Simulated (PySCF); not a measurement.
Bond stretch in SMILES F[SiH3]. The Si1–H5 bond (Si1 also carries F, H, H; H5 carries nothing else) is stretched with both fragments frozen at the PBE0/def2-TZVP optimised geometry.

Levels of theory: RCCSD = PySCF with CCSD on RHF/6-31G, 6 core orbitals frozen; UHF/6-31G (PySCF); RMP2 = MP2 on RHF/6-31G, 6 core orbitals frozen (PySCF); UKS-LDA (SVWN5) = unrestricted LDA (SVWN5)/6-31G (PySCF); CASSCF(2,2)/6-31G (PySCF).

Energies are in kJ/mol, each relative to the lowest point of its own curve near equilibrium.

```json
[
 {"R / Å": "1.20", "RCCSD": "126.6", "UHF": "116.8", "RMP2": "122.9", "UKS-LDA (SVWN5)": "128.0", "CASSCF(2,2)": "125.1"},
 {"R / Å": "1.26", "RCCSD": "74.5", "UHF": "66.2", "RMP2": "71.3", "UKS-LDA (SVWN5)": "76.0", "CASSCF(2,2)": "73.4"},
 {"R / Å": "1.32", "RCCSD": "39.0", "UHF": "32.4", "RMP2": "36.4", "UKS-LDA (SVWN5)": "40.4", "CASSCF(2,2)": "38.3"},
 {"R / Å": "1.40", "RCCSD": "11.5", "UHF": "7.6", "RMP2": "9.8", "UKS-LDA (SVWN5)": "12.4", "CASSCF(2,2)": "11.1"},
 {"R / Å": "1.42", "RCCSD": "7.4", "UHF": "4.3", "RMP2": "6.0", "UKS-LDA (SVWN5)": "8.2", "CASSCF(2,2)": "7.1"},
 {"R / Å": "1.48", "RCCSD": "0.7", "UHF": "0.0", "RMP2": "0.1", "UKS-LDA (SVWN5)": "1.0", "CASSCF(2,2)": "0.6"},
 {"R / Å": "1.52", "RCCSD": "0.0", "UHF": "1.0", "RMP2": "0.0", "UKS-LDA (SVWN5)": "0.0", "CASSCF(2,2)": "0.0"},
 {"R / Å": "1.57", "RCCSD": "2.6", "UHF": "5.9", "RMP2": "3.4", "UKS-LDA (SVWN5)": "2.1", "CASSCF(2,2)": "2.7"},
 {"R / Å": "1.65", "RCCSD": "12.8", "UHF": "20.1", "RMP2": "15.2", "UKS-LDA (SVWN5)": "11.7", "CASSCF(2,2)": "13.0"},
 {"R / Å": "1.72", "RCCSD": "26.3", "UHF": "37.3", "RMP2": "30.2", "UKS-LDA (SVWN5)": "24.7", "CASSCF(2,2)": "26.4"},
 {"R / Å": "1.83", "RCCSD": "52.8", "UHF": "70.3", "RMP2": "59.5", "UKS-LDA (SVWN5)": "50.7", "CASSCF(2,2)": "52.8"},
 {"R / Å": "2.02", "RCCSD": "105.5", "UHF": "135.8", "RMP2": "118.3", "UKS-LDA (SVWN5)": "103.8", "CASSCF(2,2)": "104.9"},
 {"R / Å": "2.22", "RCCSD": "161.3", "UHF": "204.0", "RMP2": "182.3", "UKS-LDA (SVWN5)": "162.2", "CASSCF(2,2)": "159.7"},
 {"R / Å": "2.47", "RCCSD": "223.4", "UHF": "253.8", "RMP2": "257.6", "UKS-LDA (SVWN5)": "230.9", "CASSCF(2,2)": "219.6"},
 {"R / Å": "2.66", "RCCSD": "262.3", "UHF": "273.8", "RMP2": "308.8", "UKS-LDA (SVWN5)": "277.5", "CASSCF(2,2)": "256.1"},
 {"R / Å": "2.94", "RCCSD": "305.5", "UHF": "289.2", "RMP2": "372.7", "UKS-LDA (SVWN5)": "335.1", "CASSCF(2,2)": "294.7"},
 {"R / Å": "3.29", "RCCSD": "338.7", "UHF": "297.1", "RMP2": "432.3", "UKS-LDA (SVWN5)": "375.0", "CASSCF(2,2)": "321.9"},
 {"R / Å": "3.67", "RCCSD": "356.9", "UHF": "300.1", "RMP2": "472.0", "UKS-LDA (SVWN5)": "394.5", "CASSCF(2,2)": "334.9"},
 {"R / Å": "4.02", "RCCSD": "364.7", "UHF": "301.2", "RMP2": "487.3", "UKS-LDA (SVWN5)": "402.4", "CASSCF(2,2)": "339.6"},
 {"R / Å": "4.48", "RCCSD": "369.3", "UHF": "301.7", "RMP2": "481.0", "UKS-LDA (SVWN5)": "406.7", "CASSCF(2,2)": "341.8"},
 {"R / Å": "5.20", "RCCSD": "371.7", "UHF": "302.0", "RMP2": "430.4", "UKS-LDA (SVWN5)": "408.5", "CASSCF(2,2)": "342.6"}
]
```

At the longest distance, 5.20 Å, RMP2 lies highest above its minimum (430.4 kJ/mol) and UHF lowest (302.0 kJ/mol).

The RMP2 curve passes through a maximum at 4.02 Å and then falls by 56.9 kJ/mol up to the last usable point.

The T1 diagnostic of CCSD on the restricted reference of RCCSD, RMP2 exceeds 0.045 at 4.48 to 5.20 Å. The unrestricted determinant behind UHF is spin-contaminated at 2.22 to 5.20 Å (<S²> up to 1.0, against 0.00 for a pure singlet). The restricted form behind RMP2 keeps the bonding electrons paired and can't separate into open-shell fragments. The unrestricted determinant behind UKS-LDA (SVWN5) is spin-contaminated at 2.94 to 5.20 Å (<S²> up to 1.0, against 0.00 for a pure singlet).
